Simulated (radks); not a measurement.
The numbers below are computed, except where a source is named.
Question: In4+, configuration [Kr] 4d9 (the NIST ground configuration). Level of theory: Dirac Kohn-Sham, LDA (Slater exchange, Perdew-Wang correlation), spin-unpolarised, spherical densities, finite nucleus; open shells fill j = l - 1/2 first; Fermi nuclear charge, rms radius 4.6156 fm (a radial shooting solver on a logarithmic mesh with Libxc functionals).

Spin-orbit splittings of the eigenvalues, e(l+1/2) - e(l-1/2), with zeta = 2 splitting/(2l+1) and mean radii in bohr:

shell  occ.  splitting (eV)  zeta (eV)  <r> j=l-1/2  <r> j=l+1/2
2p        6               ?          ?       0.1085       0.1138
3p        6           38.04      25.36       0.3397       0.3509
3d       10           7.805      3.122       0.3224       0.3260
4p        6           6.856      4.571       0.8923       0.9215
4d        9          0.9574     0.3830        1.103        1.115

Estimate the 2p splitting.

Answer: 210.6 eV (zeta = 140.4 eV).
